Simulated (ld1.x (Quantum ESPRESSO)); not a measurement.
# Configuration tests for selenium (TM)

- Element: selenium (Se)
- Generator: ld1.x (Quantum ESPRESSO) 7.5
- Type: norm-conserving Troullier–Martins (Kleinman–Bylander form)
- Functional: PBE
- Relativity: scalar-relativistic
- Frozen core: [Ar]
- Valence charge: 16
- Reference configuration: 3d10 4s2 4p4
- Partial waves: 4p (bound): rc 1.55 bohr; 3d (bound): rc 0.80 bohr; 4s (bound): rc 1.10 bohr
- Local potential: the s channel
- Core correction: none

Energies are relative to the spin-unpolarised reference configuration 3d10 4s2 4p4; without spin polarisation the order of configurations can differ from experiment. The frozen-core shift is the all-electron ΔE with the core orbitals held at their reference shape minus the fully relaxed ΔE.

**Question.** Give the all-electron excitation energy and the error of the potential for: 3d10 4s2 4p3; 3d10 4s2 4p2; 3d10 4s2 4p1; 3d10 4s0 4p6; 3d10 4s2 4p3.5; 3d10 4s2 4p0; 3d9 4s2 4p4.

**Answer.**

```csv
valence configuration,charge,ΔE all-electron (eV),error AE − PS (meV),frozen-core shift (meV)
3d10 4s2 4p3,+1,10.845,-6.4,+1.1
3d10 4s2 4p2,+2,31.193,-22,+4.0
3d10 4s2 4p1,+3,62.061,-20,+10
3d10 4s0 4p6,0,21.964,-37,+2.0
3d10 4s2 4p3.5,+0.5,4.310,-1.8,+0.4
3d10 4s2 4p0,+4,104.245,+77,+23
3d9 4s2 4p4,+1,64.091,-1033,+412
```

Levels in the configuration 3d10 4s2 4p3:

| level | all-electron (eV) | pseudo (eV) |
| --- | --- | --- |
| 3d | -63.610 | -63.560 |
| 4s | -26.859 | -26.872 |
| 4p | -15.407 | -15.416 |

Note: ghost state, extra bound levels that the all-electron valence spectrum of the same l lacks: p at -116.2 eV. A true bound ghost makes a file unfit for plane-wave use.
